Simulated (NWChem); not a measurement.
System meant: AlCl, singlet; SMILES [Al][Cl]

The following NWChem deck was run.

```
start job
memory heap 200 mb stack 900 mb global 1100 mb
geometry units angstroms noautoz
  Al     0.000000     0.000000    -1.209222
  Cl     0.000000     0.000000     0.937703
end
basis spherical
  Al library def2-svp
  Cl library def2-svp
end
dft
  xc pbe0
  iterations 4
  mulliken
end
task dft energy
```

End of the output:

```
    Atom       Charge   Shell Charges
 -----------   ------   -------------------------------------------------------
    1 Al  13    12.90   2.00  1.97  1.12  0.76  5.79  0.60  0.49  0.17
    2 Cl  17    17.10   2.00  1.96  1.05  0.80  5.82  2.26  3.21  0.01

 center of mass
 --------------
 x =   0.00000000 y =   0.00000000 z =  -0.00893087

 moments of inertia (a.u.)
 ------------------
         250.689103472663           0.000000000000           0.000000000000
           0.000000000000         250.689103472663           0.000000000000
           0.000000000000           0.000000000000           0.000000000000

     Multipole analysis of the density
     ---------------------------------

     L   x y z        total         alpha         beta         nuclear
     -   - - -        -----         -----         ----         -------
     0   0 0 0     -0.000000    -15.000000    -15.000000     30.000000

     1   1 0 0     -0.000000     -0.000000     -0.000000      0.000000
     1   0 1 0     -0.000000     -0.000000     -0.000000      0.000000
     1   0 0 1     -0.500200     -0.250100     -0.250100      0.000000

     2   2 0 0    -17.708205     -8.854103     -8.854103      0.000000
     2   1 1 0     -0.000000     -0.000000     -0.000000      0.000000
     2   1 0 1      0.000000      0.000000      0.000000      0.000000
     2   0 2 0    -17.708205     -8.854103     -8.854103      0.000000
     2   0 1 1      0.000000      0.000000      0.000000      0.000000
     2   0 0 2    -20.955684    -71.105730    -71.105730    121.255776

 ------------------------------------------------------------------------
 dft energy failed                                                                                  0
 ------------------------------------------------------------------------
 ------------------------------------------------------------------------
  current input line :
    16: task dft energy
 ------------------------------------------------------------------------
 ------------------------------------------------------------------------
 This type of error is most commonly associated with calculations not reaching convergence criteria
 ------------------------------------------------------------------------
 For more information see the NWChem manual at https://nwchemgit.github.io

0:dft energy failed:Received an Error in Communication
```

**Question.** What is wrong, and how is it mended?

**Answer.** The run did not converge; its last values are not results. Cause: the SCF was allowed too few iterations. This input runs:
```
start job
memory heap 200 mb stack 900 mb global 1100 mb
geometry units angstroms noautoz
  Al     0.000000     0.000000    -1.209222
  Cl     0.000000     0.000000     0.937703
end
basis spherical
  Al library def2-svp
  Cl library def2-svp
end
dft
  xc pbe0
  iterations 150
  mulliken
end
task dft energy
```
It converges to -702.19180 Ha (PBE0/def2-SVP).
